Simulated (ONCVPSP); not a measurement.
# hydrogen (H): from the effect back to the setting (ONCV)

Base potential:

* Element: hydrogen (H)
* Generator: ONCVPSP 4.0.1
* Type: optimised norm-conserving Vanderbilt (ONCV)
* Functional: PBE
* Relativity: scalar-relativistic
* Frozen core: none
* Valence charge: 1
* Reference configuration: 1s1
* Partial waves: 1s: rc 1.25 bohr, ncon 4, nbas 7, qcut 4.9 1/bohr, 1 projector; p scattering state at 0.45 Ha: rc 1.25 bohr, ncon 4, nbas 7, qcut 7.9 1/bohr, 2 projectors, debl 3.4 Ha
* Local potential: polynomial inside 0.95 bohr (lpopt 5, dvloc0 0 Ha)
* Core correction: none

Cutoffs, loose and tight: the cutoffs (Ha) at which the residual kinetic energy of the hardest occupied pseudo-wave falls to 1 and 0.1 mHa per electron. They do not see the model core or the augmentation charge, which bear on the density cutoff. Test errors are all-electron minus pseudo excitation energies from the reference, over the configurations 1s0.5; variants that change the core or the reference have their own tests.

Only the s radius is moved:

| s radius (bohr) | cutoff, loose | cutoff, tight | bound ghosts |
| --- | --- | --- | --- |
| 0.9 | 23 Ha | 126 Ha | none |
| 0.98 | 20 Ha | 105 Ha | none |
| 1.08 | 16 Ha | 86 Ha | none |
| 1.26 | 12 Ha | 59 Ha | none |
| 1.36 | 11 Ha | 48 Ha | none |
| 1.44 | 10 Ha | 31 Ha | none |
| 1.7 | 8.8 Ha | 12 Ha | none |
| 1.82 | 8.3 Ha | 11 Ha | none |

Q: One more run gave cutoff, loose: 9.5 Ha; cutoff, tight: 19 Ha; bound ghosts: none. Which value of the s radius was used?

A: 1.58 bohr. The loose cutoff moves one way along this sweep, from 23 Ha at 0.9 to 8.3 Ha at 1.82 bohr, which places the run between 1.44 and 1.7 bohr.
